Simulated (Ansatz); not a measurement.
The same path of Cl3H3OSZr (9 atoms, charge 0, multiplicity 1) was run twice with different band settings. Lost on the way: Zr1–Cl2, S7–H9. Made: Cl2–H9.

Theory: RKS BLYP/def2-SVP (Ansatz).

Relaxed end points:

```xyz
9
Properties=species:S:1:pos:R:3
Zr -0.158 -0.131 0.014
Cl -0.646 0.041 2.355
Cl 2.077 0.448 -0.637
O -1.117 1.372 -0.661
H -1.609 2.133 -1.008
Cl -1.253 -1.911 -1.162
S 1.438 -2.589 0.921
H 0.516 -3.203 1.717
H 2.103 -2.073 1.994
```

```xyz
9
Properties=species:S:1:pos:R:3
Zr 0.236 -0.720 -0.738
Cl 1.049 0.518 3.094
Cl 2.257 0.432 -1.174
O -1.176 0.366 -0.058
H -1.740 1.071 0.301
Cl -0.549 -1.758 -2.723
S 0.748 -2.500 0.950
H -0.560 -2.638 1.328
H 1.086 -0.685 2.554
```

Common settings: climbing image yes; spring 5.0 eV/Å²; optimiser quadratic models (default); start path through a guess of the saddle point; force threshold 0.05 eV/Å; iteration limit 60; end points relaxed.

| run | movable images |
| --- | --- |
| 1 | 7 |
| 2 | 1 |

(1) What does each run give, and how far can it be trusted?

## Answers

(1) Run 1: converged after 27 iterations, highest image 0.961 eV above the first end. A vibrational analysis at the climbing image gives one clearly imaginary mode, 145i cm⁻¹: a first-order saddle point.
Run 2: converged after 26 iterations, highest image 0.961 eV above the first end. Another band between the same ends (7 images) ends at a top of the same energy, where a vibrational analysis finds 1 clearly imaginary mode. So few images can step over the top or miss a turn of the path.
The orbitals stay closed-shell, which can raise the energy where a bond breaks towards radicals; this wasn't checked here.
